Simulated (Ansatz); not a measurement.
The cluster HfSe2, relaxed as a singlet with RKS PBE-D4/def2-TZVP in Ansatz, starting from the GFN1-xTB geometry. Force threshold 0.02 eV/Å.

In the def2 sets Hf takes a core potential; there is no spin–orbit coupling. The relaxation made no stability test and no search for a lower SCF solution. The structure comes from a short search, and lower isomers may exist.

Start:

Cartesian coordinates in Å:
```
Hf -0.011 -0.003 0.070
Se 0.355 2.334 0.130
Se -0.344 -2.331 -0.200
```

Q: Estimate the energy that the relaxation releases and the steps that it takes.

A: 1.45 eV, in 9 steps; 4.3 s on 4 threads of AMD EPYC 9R45 on a shared host. No frequencies were taken in this run, so the end may be a saddle point.

Q: Does the start keep its bonding?

A: By distances, no bond broke or formed. The bond that changes most is Hf1–Se2, from 2.37 to 2.36 Å (atoms count from 1).

Q: Predict the relaxed structure.

A: 
Cartesian coordinates in Å:
```
Hf -0.1407 -0.0425 0.8984
Se 0.3556 1.9225 -0.3146
Se -0.2149 -1.8801 -0.5838
```
Bond lengths: 2 × Hf–Se 2.36 Å.
